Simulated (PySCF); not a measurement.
Ta⁶⁷⁺ (tantalum, charge +67): Hartree-Fock from Schrödinger to Dirac-Coulomb-Breit

Occupied: 1s1/2, 2s1/2, 2p1/2. Hartree-Fock calculated with PySCF 2.14 in an uncontracted even-tempered set (16 s from 17 bohr⁻², ratio 2.7; 13 p from 20 bohr⁻², ratio 2.7), Gaussian nucleus throughout. NR is non-relativistic, sf-X2C the spin-free one-electron X2C Hamiltonian, X2C adds the bare one-electron spin-orbit term, X2C-SNSO screens it by Boettger's factors, DC is four-component Dirac-Coulomb, and the Gaunt and Breit terms are added at first order (total energies over the DC spinors, levels after relaxing the spinors in that mean field). QED terms are absent. Levels marked empty are virtual spinors of this ion.

```tsv
Hamiltonian	E (hartree)	E − E(DC) (hartree)	CPU seconds
X2C	-8439.5695	1.9278	0.26
X2C-SNSO	-8437.1718	4.3255	0.26
DC	-8441.4973	0.0000	11
DC+Gaunt	-8431.5357	9.9617	23
DC+Breit	-8432.0444	9.4530	64
```

```csv
level (eV),X2C,X2C-SNSO,DC,DC+Gaunt,DC+Breit
1s1/2,-75106.7,-75109.0,-75172.6,-74973.1,-74979.6
2s1/2,-18137.8,-18138.5,-18147.5,-18126.5,-18128.4
2p1/2,-17905.0,-17872.8,-17882.3,-17839.1,-17843.9
2p3/2 (empty),-16153.9,-16164.8,-16166.5,-16146.3,-16151.0
3s1/2 (empty),-7579.9,-7580.0,-7582.3,-7576.4,-7577.3
```

Weight of the small component: 1s1/2 0.0759, 2s1/2 0.0182, 2p1/2 0.0182, 2p3/2 0.0165, 3s1/2 0.00761.

Koopmans' value for the highest occupied level at DC+Breit: 17843.9 eV, against an ionisation energy of 17840 ± 40 eV (theoretical estimate listed by NIST; NIST Atomic Spectra Database, ionization energies); the former lacks relaxation, correlation, QED and recoil.

The whole ladder took 100 s of wall time on 1 thread of Neoverse-N1 (shared host), launched as `OMP_NUM_THREADS=1 python relrun2.py TASK.json OUT` (a driver that calls PySCF for each Hamiltonian).

Dirac-Coulomb iterations, started from the X2C spinors:

```
with_ssss True, with_gaunt False, with_breit False
light speed = 137.03599967994
init E= -8365.01951523851
cycle= 1 E= -8441.49663811005  delta_E= -76.5  |g|=  2.9  |ddm|= 0.137
cycle= 2 E= -8441.49732447991  delta_E= -0.000686  |g|= 0.0106  |ddm|= 0.00196
cycle= 3 E= -8441.49732451993  delta_E= -4e-08  |g|= 9.57e-05  |ddm|= 3.12e-05
```
